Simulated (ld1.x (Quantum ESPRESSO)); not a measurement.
**Au: one change to a TM potential, before and after**

Au, norm-conserving Troullier–Martins (Kleinman–Bylander form), made with ld1.x (Quantum ESPRESSO) 7.5 (PW91, scalar-relativistic). Core [Xe], reference 4f14 5d10 6s1 6p0. Waves: 6s (bound): rc 2.45 bohr; 6p (bound, empty): rc 2.45 bohr; 5d (bound): rc 1.45 bohr; 4f (bound): rc 0.95 bohr. Local part: all-electron potential smoothed inside 1.55 bohr (lloc = -1). Core correction: a·sin(br)/r model core, default radius (core density twice the valence density).

Change: type RRKJ; local potential all-electron potential smoothed inside 1.10 bohr (lloc = -1); rho0 0.005.

Cutoffs: the cutoffs (Ry, on a coarse ladder) from which the occupation-weighted sum of valence levels, in a spherical-Bessel basis at the reference potential, stays within 10 and 1 mRy of its value at 400 Ry; they do not see the model core or the augmentation charge, which bear on the density cutoff. Errors are all-electron minus pseudo energies relative to the spin-unpolarised reference configuration.

What does the change do?

Both files keep a bound ghost (p, s); the number of tests that count goes from 7 to 5; of the 5 tests that both files solve, the error grows in 0 and shrinks in 2 by more than 15 % and 0.3 meV (median size 33.0 → 27.8 meV); the range in which the p phases agree narrows (upper end 3.7 → 0.7). Several settings change at once here, so the effects cannot be laid on one of them.

| quantity | base | changed |
| --- | --- | --- |
| cutoffs, loose and tight | not determined | over 300 Ry, over 300 Ry |
| bound ghosts | s, p | s, p |
| tests counted (converged, no solver errors) | 7 of 7 | 5 of 7 |
| error for 4f14 5d10 6s0 6p0, meV [ΔE 9.49 eV] | -16 | -15 |
| error for 4f14 5d9 6s0 6p0, meV [ΔE 30.78 eV] | -33 | -28 |
| error for 4f14 5d8 6s0 6p0, meV [ΔE 64.73 eV] | -162 | -146 |
| error for 4f14 5d7 6s0 6p0, meV [ΔE 112.53 eV] | -499 | -459 |
| error for 4f14 5d10 6s0 6p1, meV [ΔE 5.29 eV] | -5.4 | -3.8 |
| s: phases at 2.65 bohr within 0.05 rad from the reference energy up to (Ry; the scan ends near 5) | n/a | n/a |
| p: phases at 2.65 bohr within 0.05 rad from the reference energy up to (Ry; the scan ends near 5) | 3.7 | 0.7 |
| d: phases at 2.65 bohr within 0.05 rad from the reference energy up to (Ry; the scan ends near 5) | to the end of the scan | to the end of the scan |
| f: phases at 2.65 bohr within 0.05 rad from the reference energy up to (Ry; the scan ends near 5) | 1.3 | 1.6 |

Base: These tests converged, but a pseudo level misses the all-electron one widely, so the file describes the atom poorly there or has found another state: 4f14 5d7 6s0 6p0: empty 6s by 4.6 eV (a node warning on the way). Changed file: Tests not counted: 4f13 5d10 6s1 6p0 (solver errors, printed error -4.6 eV); 4f14 5d9 6s1 6p1 (solver errors, printed error -13.0 eV). These tests converged, but a pseudo level misses the all-electron one widely, so the file describes the atom poorly there or has found another state: 4f14 5d7 6s0 6p0: empty 6s by 12.5 eV. A true bound ghost makes a file unfit for plane-wave use even where its test errors are small: the radial tests pick states by their node count and pass the ghost by. Where a test does run into it, the solver fails or the error is huge.
